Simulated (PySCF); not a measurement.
**A search over the determinants of HgB**

Unrestricted PBE0; PySCF, scalar-relativistic core potentials, basis sets Hg def2-SVPD with ECP60, B def2-SVPD. Outer shells of the fragments: Hg 5d10 6s2; B 2s2 2p1.

Followed along the bond (rough minima from three points):

| 2Ms+1 | unpaired | ⟨S²⟩ at the start | R at minimum (Å) | Te (eV) |
| --- | --- | --- | --- | --- |
| 2 | π ↑ | 0.76 | 2.40 | 0.00 |
| 2 | σ ↑ | 0.76 | none in the scan | ≤ 0.36 |
| 4 | σ ↑, π ↑↑ | 3.76 | none in the scan | ≤ 1.63 |

Solutions found at the starting distance of 2.190 Å, counted from the lowest of them; the search is not exhaustive and high or unbound solutions are not listed, so other states can lie among these:

| 2Ms+1 | unpaired | term | E (eV) | ⟨S²⟩ | ⟨Lz²⟩ | μ (D) |
| --- | --- | --- | --- | --- | --- | --- |
| 2 | π ↑ | ²Π | 0.00 | 0.76 | 1.01 | -1.84 |
| 2 | σ ↑ | ²Σ⁺ | 0.80 | 0.76 | 0.00 | 0.43 |
| 4 | σ ↑, π ↑↑ | ⁴Σ⁻ | 1.62 | 3.76 | 0.00 | -3.02 |
| 4 | σ ↑↑, π ↑ | ⁴Π | 2.01 | 3.76 | 1.00 | -0.44 |
| 2 | σ ↑, π ↑↓ | mixed | 2.54 | 1.77 | 2.01 | -3.14 |
| 2 | σ ↓, π ↑↑ | mixed | 2.79 | 1.78 | 0.00 | -3.42 |
| 2 | σ ↑ | mixed | 3.39 | 0.79 | 2.00 | -2.78 |
| 4 | σ ↑, π ↑↑ | mixed | 5.02 | 3.77 | 2.01 | 0.82 |
| 2 | π ↑ | mixed | 6.67 | 1.24 | 1.01 | -3.07 |
| 4 | π ↑↑, δ ↑ | ⁴Δ | 8.75 | 3.76 | 4.00 | -2.75 |
| 4 | π ↑↑↑ | ⁴Π | 8.91 | 3.76 | 1.01 | -2.81 |

A term symbol is given only where ⟨S²⟩ and ⟨Lz²⟩ are close to those of a pure state; real π, δ and φ orbitals otherwise mix terms. A positive dipole means Hg(−)B(+).

Spin–orbit coupling is left out. Counting both spins, an empty level lies below a filled one in some of these solutions, because spin and occupation are held.
